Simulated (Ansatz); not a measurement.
## Which is lower?

Two relaxed structures of BH$_{2}$Se (charge -1), closed shell (PBE0-D4/def2-TZVPD; forces vanish, vibrations not checked).

A:

```xyz
4
angstrom
B -0.1288 0.0288 -0.0665
Se 1.5115 -0.3397 0.7788
H -1.1354 -0.6079 0.1726
H -0.2474 0.9188 -0.8849
```

B:

| atom | x (Å) | y (Å) | z (Å) |
| --- | --- | --- | --- |
| B1 | -0.1732 | 0.1779 | 0.0963 |
| Se2 | 1.2003 | -0.6939 | 1.1418 |
| H3 | 2.6233 | -0.5863 | 0.5383 |
| H4 | 0.3160 | 0.6880 | -0.9005 |

Computed with Ansatz 0.2.0 (basis: def2-TZVPPD); correlated methods freeze the cores. Filled d shells of the heavier atoms are correlated. The def2 sets are not built for correlating such inner shells, so the correlated values are less sure here. B3LYP uses VWN-RPA correlation.

Q: Which structure is lower at CCSD(T), and by how much? (Judge from chemistry; the value comes from the calculation.)

A: By the calculation: A, by 2.788 eV (electronic energy, against the other). By their contacts, A is BH₂Se ([BH2][Se]), total charge -1 and B is BH₂Se ([BH][SeH]), total charge -1.

All methods give the same order:

| method | E(B) − E(A) (eV) |
| --- | --- |
| PBE-D4 | 2.634 |
| r2SCAN-D4 | 2.780 |
| PBE0-D4 | 2.792 |
| B3LYP-D4 | 2.788 |
| wB97M-V | 2.858 |
| HF | 3.052 |
| MP2 | 2.962 |
| CCSD | 2.828 |
| CCSD(T) | 2.788 |

The T1 diagnostic stays at or below 0.019. The restricted Hartree–Fock reference is unstable towards an unrestricted one at one or more of these structures.

Labels in which every atom is bracketed show which atoms are joined, not bond orders.

For scale, one of the runs: CCSD(T)/def2-TZVPPD, 128 basis functions, launched by `ansatz run in.yaml --threads 2 --pin off --events-out ev --progress --plain --max-ram 4352MiB`. The run took about 7 s on 2 CPU threads of an Arm Neoverse V1 (shared host).
